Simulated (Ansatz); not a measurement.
Molecule: sum formula H8Si2N2O, net charge 0, singlet state. 
Geometry from a B3LYP-D3(BJ)/def2-TZVP (Ansatz, a program for electronic structure) optimisation:
```xyz
13

N      2.4636     0.4837     0.1119
Si     1.4059    -0.8536    -0.0272
O     -0.1418    -0.5062    -0.4425
Si    -1.6445    -0.0540     0.0332
N     -1.9018     1.6281     0.2079
H      2.8049     0.9769    -0.6975
H      2.4767     1.0666     0.9330
H      1.9330    -1.7234    -1.0962
H      1.3899    -1.5179     1.2953
H     -2.5684    -0.5355    -1.0118
H     -1.9109    -0.6608     1.3565
H     -1.5990     2.1290     1.0275
H     -1.9841     2.2383    -0.5894
```
Charge 0, spin multiplicity 1.

Property: vertical ionisation energy (to the doublet state of charge +1; each state is the SCF solution reached for its spin), in eV. Correlated levels leave the core frozen unless marked. Open shells are spin-unrestricted. Spin-orbit coupling is left out. No relativistic terms. CBS marks a two-point X^-3 extrapolation of the correlation energy; Hartree-Fock from the larger set.

| level | program | vertical ionisation energy (eV) |
|---|---|---|
| HF/aug-cc-pV(D+d)Z | Ansatz | 8.75 |
| HF/aug-cc-pV(T+d)Z | Ansatz | 8.75 |
| HF/aug-cc-pV(Q+d)Z | Ansatz | 8.76 |
| SVWN5/def2-TZVPD | Ansatz | 9.21 |
| PBE/def2-TZVPD | Ansatz | 9.02 |
| r2SCAN/def2-TZVPD | Ansatz | 9.17 |
| B3LYP/def2-TZVPD | Ansatz | 9.46 |
| PBE0/def2-TZVPD | Ansatz | 9.51 |
| BHLYP/def2-TZVPD | Ansatz | 9.84 |
| CAM-B3LYP/def2-TZVPD | Ansatz | 9.94 |
| wB97M-V/def2-TZVPD | Ansatz | 10.15 |
| wB97X-V/def2-TZVPD | Ansatz | 10.17 |
| B2PLYP/def2-TZVPD | Ansatz | 10.02 |
| MP2/aug-cc-pV(D+d)Z | Ansatz | 10.20 |
| RI-MP2/aug-cc-pV(T+d)Z | Ansatz | 10.36 |
| RI-MP2/aug-cc-pV(Q+d)Z | Ansatz | 10.43 |
| RI-MP2/CBS(aug-cc-pV(T+d)Z,aug-cc-pV(Q+d)Z) | Ansatz | 10.47 |
| SCS-MP2/aug-cc-pV(D+d)Z | Ansatz | 10.11 |
| CCSD/aug-cc-pV(D+d)Z | Ansatz | 9.97 |
| CCSD(T)/aug-cc-pV(D+d)Z | Ansatz | 10.02 |
